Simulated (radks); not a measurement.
The numbers below are computed, except where a source is named.
F II, configuration [He] 2s2 2p4 (the NIST ground configuration). Level of theory: non-relativistic Kohn-Sham, LB94 model potential, spin-unpolarised, spherical densities, point nucleus (a radial shooting solver on a logarithmic mesh with Libxc functionals).

Normalised radial functions P(r) = r R(r), r in bohr:

```
   r/bohr * 1s (the largest magnitude, 2.15, reaches the edge; | marks zero)
 0.006853 |        *
 0.007604 |        *
 0.008437 |         *
 0.009287 |          *
  0.01031 |           *
  0.01143 |             *
  0.01269 |              *
  0.01408 |               *
  0.01562 |                 *
  0.01733 |                   *
  0.01923 |                    *
  0.02134 |                      *
  0.02349 |                        *
  0.02607 |                          *
  0.02892 |                             *
  0.03209 |                               *
  0.03561 |                                 *
  0.03951 |                                    *
  0.04384 |                                      *
  0.04865 |                                         *
  0.05398 |                                           *
  0.05942 |                                             *
  0.06593 |                                                *
  0.07316 |                                                  *
  0.08118 |                                                   *
  0.09007 |                                                     *
  0.09995 |                                                      *
   0.1109 |                                                      *
   0.1231 |                                                      *
   0.1365 |                                                     *
   0.1503 |                                                    *
   0.1668 |                                                  *
   0.1851 |                                               *
   0.2053 |                                            *
   0.2278 |                                        *
   0.2528 |                                    *
   0.2805 |                               *
   0.3113 |                           *
   0.3454 |                      *
   0.3802 |                  *
   0.4218 |              *
   0.4681 |          *
   0.5194 |       *
   0.5763 |     *
   0.6395 |   *
   0.7096 | *
   0.7873 |*
   0.8736 |*
   0.9616 *
    1.067 *
    1.184 *
    1.314 *
    1.458 *
    1.617 *
    1.795 *
    1.991 *
     2.21 *
    2.432 *
    2.699 *
    2.995 *
    3.323 *
    3.687 *
```

1s: eigenvalue -712.62 eV, 0 radial nodes, <r> = 0.175 bohr, 90 % of the charge inside 0.313 bohr.
